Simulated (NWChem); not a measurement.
# hydrogen telluride (H2Te)

SMILES: [TeH2]
```xyz
3

Te     0.0000     0.0000     0.0441
H     -1.1845     0.0000    -1.1474
H      1.1845     0.0000    -1.1474
```
Charge 0, spin multiplicity 1.

All runs are NWChem calculations. The geometry was optimised at PBE/def2-SVP with def2 effective core potentials on Te, a minimum by its harmonic frequencies.

Effective core potentials replace the inner electrons of Te; spin-orbit coupling is left out. B3LYP has NWChem's definition, with VWN1-RPA local correlation. The stability of the SCF solutions was not checked.

Worked example. At B3LYP/def2-TZVP the parent has a total energy of -269.30531 Ha and the doublet with one electron less, at the same geometry, -268.97301 Ha. The vertical ionisation energy is their difference.

ΔE = -268.97301 − (-269.30531) = 0.33230 Ha. Times 27.2114 eV/Ha this is 9.04 eV, or 872 kJ/mol; λ = 1239.84/9.04 = 137.1 nm. No relaxation of the ion's geometry and no zero-point term enter.
